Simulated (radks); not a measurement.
Zn3+, 27 electrons, occupied as [Ar] 3d8 7s1 (not the ground configuration). Calculated with a radial shooting solver on a logarithmic mesh with Libxc functionals: scalar-relativistic Kohn-Sham, BLYP, spin-polarised, spherical densities, finite nucleus; open shells are filled with parallel spins first; Fermi nuclear charge, rms radius 3.9283 fm.

Normalised radial functions P(r) = r R(r), r in bohr:

r           3s up   3d up    7s up
0.009249   0.2825  0.0003   0.0269
0.01264    0.3419  0.0006   0.0326
0.01713    0.3932  0.0015   0.0374
0.0234     0.4219  0.0035   0.0401
0.03196    0.3999  0.0082   0.0379
0.04367    0.2948  0.0187   0.0278
0.05965    0.0809  0.0410   0.0072
0.0815    -0.2322  0.0861  -0.0227
0.1113    -0.5620  0.1702  -0.0538
0.1509    -0.7344  0.3076  -0.0687
0.2061    -0.5582  0.5152  -0.0483
0.2816     0.0430  0.7703   0.0133
0.3847     0.8299  1.0058   0.0853
0.5256     1.3298  1.1224   0.1054
0.7181     1.2441  1.0497   0.0309
0.981      0.7610  0.8139  -0.1012
1.329      0.3077  0.5176  -0.1706
1.816      0.0717  0.2484  -0.0636
2.481      0.0084  0.0819   0.1632
3.39       0.0004  0.0156   0.1866
4.631      0.0000  0.0014  -0.1352
6.327      0.0000  0.0000  -0.2435
8.643      0.0000  0.0000   0.2142
11.71      0.0000  0.0000   0.4034
16         0.0000  0.0000   0.1102
21.86      0.0000  0.0000   0.0069
29.87      0.0000  0.0000   0.0001

3s up: eigenvalue -192.27 eV, 2 radial nodes at r = 0.0652, 0.277 bohr, <r> = 0.672 bohr, 90 % of the charge inside 1.00 bohr. 3d up: eigenvalue -71.013 eV, 0 radial nodes, <r> = 0.771 bohr, 90 % of the charge inside 1.29 bohr. 7s up: eigenvalue -7.499 eV, 6 radial nodes at r = 0.0648, 0.266, 0.776, 1.99, 4.14, 7.61 bohr, <r> = 10.0 bohr, 90 % of the charge inside 13.5 bohr.
